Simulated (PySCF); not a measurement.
# How methods differ on the excitation energy of Mn(2+)

Mn(2+) [Ar] 3d5 (6S) → Mn(2+) [Ar] 3d4 4s1 (6D), as a difference of total energies. All numbers are calculated (PySCF 2.14, scalar relativity by spin-free X2C-1e, in aug-cc-pVTZ-DK). Correlated levels: valence: [Ar] frozen. The calculations carry no spin-orbit coupling.

| method | excitation energy (cm⁻¹) |
| --- | --- |
| UHF | 58464 |
| LDA | 61829 |
| PBE | 60477 |
| PBE0 | 61478 |
| r2SCAN | 61419 |
| M06-L | 66151 |
| HSE06 | 60791 |
| M06-2X | 61399 |
| B2PLYP | 60844 |
| MP2 (valence) | 62341 |
| SCS-MP2 (valence) | 59756 |

A first-order spin-orbit estimate (lowest level to lowest level, LS coupling) adds -0.064 eV.
